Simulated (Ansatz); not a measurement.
Species: C₃H₈BO (charge 0, doublet). It need not be the lowest isomer of its formula. 
Geometry from a B3LYP-D3(BJ)/def2-TZVP (Ansatz, an electronic-structure program) optimisation:
```
B
O 1 1.3709
C 2 1.4183 1 122.54
H 3 1.0889 2 107.70 1 -180.00
H 3 1.0929 4 108.98 2 120.80
H 3 1.0929 4 108.98 5 118.40
C 1 1.5351 2 114.97 3 -180.00
H 7 1.0844 1 123.05 2 -180.00
H 7 1.0852 8 114.88 1 -180.00
C 1 1.5787 2 121.66 3 0.00
H 10 1.0902 1 112.72 2 -180.00
H 10 1.0955 11 107.61 1 123.21
H 10 1.0955 11 107.61 12 113.58
```
Charge 0, spin multiplicity 2.

Basis-set convergence of Hartree-Fock and MP2 correlation energies (hartree) with Ansatz. Valence correlation only, unless marked. Open shells are spin-unrestricted. Spin-orbit coupling is left out. Non-relativistic.

```csv
basis,functions,E(HF),"E(corr, MP2)"
cc-pVDZ,110,-217.84012,-0.66788
cc-pVTZ,262,-217.90682,-0.83105
cc-pVQZ,515,-217.92158,-0.88735
```

Extrapolating the two largest sets (X = 3 and 4) as X^-3: E(corr) = (64·(-0.88735) - 27·(-0.83105))/37 = -0.9284 Eh, an estimate of the basis-set limit. The largest set recovers 95.6 % of it, the smallest 71.9 %.
